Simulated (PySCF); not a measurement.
## Two-component Hartree-Fock for Ar²⁺ (argon, charge +2)

Start: [Ne] 3s2 3p4; 3p1/2 filled at m_j = -1/2, +1/2; 3p3/2 filled at m_j = +1/2, +3/2. Calculated with PySCF 2.14 in an uncontracted even-tempered set (22 s from 0.054 bohr⁻², ratio 2.4; 15 p from 0.071 bohr⁻², ratio 2.4; 6 d from 1.1 bohr⁻², ratio 2.6; 5 f from 1.7 bohr⁻², ratio 2.6): generalised Hartree-Fock with the X2C-1e Hamiltonian and a Gaussian nucleus; spin-orbit coupling (SO) screened by Boettger's factors.

```json
{"spinor shell": "1s1/2", "electrons": "2", "ε, screened SO (eV)": "-3271.3", "weight of nominal j (screened SO)": "1.000", "rms radius, screened SO (bohr)": "0.0991"}
{"spinor shell": "2s1/2", "electrons": "2", "ε, screened SO (eV)": "-367.62", "weight of nominal j (screened SO)": "1.000", "rms radius, screened SO (bohr)": "0.446"}
{"spinor shell": "2p1/2", "electrons": "2", "ε, screened SO (eV)": "-292.37", "weight of nominal j (screened SO)": "0.945", "rms radius, screened SO (bohr)": "0.415"}
{"spinor shell": "3s1/2", "electrons": "2", "ε, screened SO (eV)": "-59.863", "weight of nominal j (screened SO)": "1.000", "rms radius, screened SO (bohr)": "1.43"}
{"spinor shell": "3p3/2", "electrons": "2", "ε, screened SO (eV)": "-43.706", "weight of nominal j (screened SO)": "0.829", "rms radius, screened SO (bohr)": "1.58"}
{"spinor shell": "3p1/2", "electrons": "2", "ε, screened SO (eV)": "-41.681", "weight of nominal j (screened SO)": "0.687", "rms radius, screened SO (bohr)": "1.60"}
```

Where does 2p3/2 lie, and what is the 2p spin-orbit splitting (screened SO)?

At -289.42 eV, 2.949 eV above 2p1/2.

```csv
quantity,screened SO
E (hartree),-527.12591
M_J,2
⟨J²⟩,6.008
⟨L²⟩,2.017
⟨S²⟩,1.997
```

Each row is a mean over spinors that exchange with the open shell spreads, by up to 7.969 eV (3s1/2).

Rows whose weight is well below 1 are mixtures of j = l ± 1/2: exchange outweighs spin-orbit coupling there, and the label is only the starting occupation.
